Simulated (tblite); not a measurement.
Isomers of C5H7O2PS. Computed with GFN2-xTB (tblite): harmonic, unscaled wavenumbers at the GFN2-xTB geometry, gas phase. The method is semi-empirical: single wavenumbers can be off by several per cent or more. Modes of hydrogen on phosphorus can be 10 to 20 % off. One conformer each.

Electronic energies: GFN2-xTB at the same geometries; isomer energies are rough at this level and their order can be wrong.

```tsv
SMILES	electronic energy, lowest = 0 (kJ/mol)
CS(=O)(=O)c1ccc[pH]1	369.8
COc1pcsc1OC	280.7
C[P@@](=O)(O)c1ccsc1	0.0
```

How do GFN2-xTB zero-point energies change the relative energies?

| SMILES | ZPE (kJ/mol) | of it from modes above 1550 cm⁻¹ | electronic (kJ/mol) | with ZPE, lowest = 0 (kJ/mol) | lowest mode (cm⁻¹) | rings |
| --- | --- | --- | --- | --- | --- | --- |
| C[P@@](=O)(O)c1ccsc1 | 289.3 | 132.4 | 0.0 | 0.0 | 24 | 1 |
| COc1pcsc1OC | 293.5 | 124.8 | 280.7 | 285.0 | 62 | 1 |
| CS(=O)(=O)c1ccc[pH]1 | 284.6 | 134.1 | 369.8 | 365.0 | 27 | 1 |

The zero-point energies span 8.9 kJ/mol, from `CS(=O)(=O)c1ccc[pH]1` to `COc1pcsc1OC`. The order is unchanged.
